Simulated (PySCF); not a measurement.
C₄H₅Cl. Atoms are numbered in the order given.

```xyz
10

Cl     0.0093    -1.7866     0.0000
C     -0.0610    -0.0632     0.0000
C     -1.0739     0.8344     0.0000
C     -0.1069     2.0083     0.0000
C      1.0562     0.9533     0.0000
H     -2.1695     0.7545     0.0000
H     -0.1374     2.6549    -0.9027
H     -0.1374     2.6549     0.9027
H      1.7001     0.9556    -0.9039
H      1.7001     0.9556     0.9039
```

Coordinates come from a PBE-D3(BJ)/def2-SVP optimisation.

Level of theory: PBE/pcSseg-1 (PySCF).

GIAO shieldings, no solvent; atoms alike by connectivity are averaged. δ = σ(ref) − σ: ³⁵Cl against HCl (σ = 936.5 ppm); ¹³C against TMS (σ = 182.0 ppm); ¹H against TMS (σ = 31.49 ppm), references at their B3LYP-D3(BJ)/def2-TZVP geometries, non-relativistic (without spin–orbit terms, shifts of atoms bonded to Cl or Br come out too high).

Q: Estimate the chemical shifts. (An estimate is asked for; the answer gives what the named calculation found.)

A: 
| nucleus | atoms | count | δ (ppm) |
|---|---|---|---|
| ³⁵Cl | Cl1 | 1 | 286.2 |
| ¹³C | C2 | 1 | 146.1 |
| ¹³C | C3 | 1 | 141.5 |
| ¹³C | C5 | 1 | 46.3 |
| ¹³C | C4 | 1 | 34.2 |
| ¹H | H6 | 1 | 6.40 |
| ¹H | H9, H10 | 2 | 3.28 |
| ¹H | H7, H8 | 2 | 3.02 |
